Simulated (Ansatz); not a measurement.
A run of Ansatz (development build ahead of 0.2.0) on triplet H6 at this shape:

```
atom    x (Å)    y (Å)   z (Å)
   H   0.9900   0.0000  0.0000
   H   0.4950   0.8574  0.0000
   H  -0.4950   0.8574  0.0000
   H  -0.9900   0.0000  0.0000
   H  -0.4950  -0.8574  0.0000
   H   0.4950  -0.8574  0.0000
```

Its results:

```
Converged                       : yes
Total energy                    : -2.97319 hartree
Spin squared of the determinant : 2.073
Stability test                  : minimum
```

Forces (eV/Å):
| atom | Fx | Fy | Fz |
| --- | --- | --- | --- |
| H1 | 0.593 | 0.000 | 0.000 |
| H2 | 7.292 | -0.469 | 0.000 |
| H3 | -7.292 | -0.468 | 0.000 |
| H4 | -0.592 | 0.000 | 0.000 |
| H5 | -7.292 | 0.469 | 0.000 |
| H6 | 7.292 | 0.468 | 0.000 |

Q: Which input gives this output? Name the method, the orbitals and the basis set, and write the input.

A: UHF in cc-pVDZ.

```yaml
crystal:
  periodic: [false, false, false]
  atoms:
    - { symbol: H, position_ang: [0.98998, 0.0, 0.0] }
    - { symbol: H, position_ang: [0.495, 0.85737, 2.0e-05] }
    - { symbol: H, position_ang: [-0.49501, 0.85738, 1.0e-05] }
    - { symbol: H, position_ang: [-0.99002, -1.0e-05, 1.0e-05] }
    - { symbol: H, position_ang: [-0.49499, -0.85737, -2.0e-05] }
    - { symbol: H, position_ang: [0.49502, -0.85738, 1.0e-05] }
basis:
  gaussian: { orbitals: cc-pVDZ }
magnetization:
  spin_polarized: true
  initial_magnetization: 2
hamiltonian:
  xc: hf
output:
  forces: true
```

Caution: the determinant breaks the point group.
